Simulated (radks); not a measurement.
Values are calculated unless marked as measured or tabulated.
Tc I, configuration [Kr] 4d5 5s2 (the NIST ground configuration). Code: a radial shooting solver on a logarithmic mesh with Libxc functionals. Model: Dirac Kohn-Sham, LDA (Slater exchange, Perdew-Wang correlation), spin-unpolarised, spherical densities, point nucleus; open shells are shared between the two j in proportion to 2j + 1.

Unscreened Slater integrals over Kohn-Sham orbitals (eV). Large and small components are both included.

integral,value
"F0(5s1/2,5s1/2)",7.5146
"F0(5s1/2,4d5/2)",9.1081
"G2(5s1/2,4d5/2)",1.8918
"F0(5s1/2,4d3/2)",9.1297
"G2(5s1/2,4d3/2)",1.8427
"F0(5s1/2,4p3/2)",9.5772
"G1(5s1/2,4p3/2)",0.58879
"F0(4d5/2,4d5/2)",14.357
"F2(4d5/2,4d5/2)",6.9759
"F4(4d5/2,4d5/2)",4.4942
"F0(4d5/2,4d3/2)",14.450
"F2(4d5/2,4d3/2)",7.0247
"G2(4d5/2,4d3/2)",7.0223
"G4(4d5/2,4d3/2)",4.5256
"F0(4d5/2,4p3/2)",16.780
"F2(4d5/2,4p3/2)",7.9354
"G1(4d5/2,4p3/2)",9.7962
"G3(4d5/2,4p3/2)",5.9302
"F0(4d3/2,4d3/2)",14.545
"F2(4d3/2,4d3/2)",7.0754
"F0(4d3/2,4p3/2)",16.923
"F2(4d3/2,4p3/2)",8.0439
"G1(4d3/2,4p3/2)",9.9658
"G3(4d3/2,4p3/2)",6.0353
"F0(4p3/2,4p3/2)",20.737
"F2(4p3/2,4p3/2)",10.850
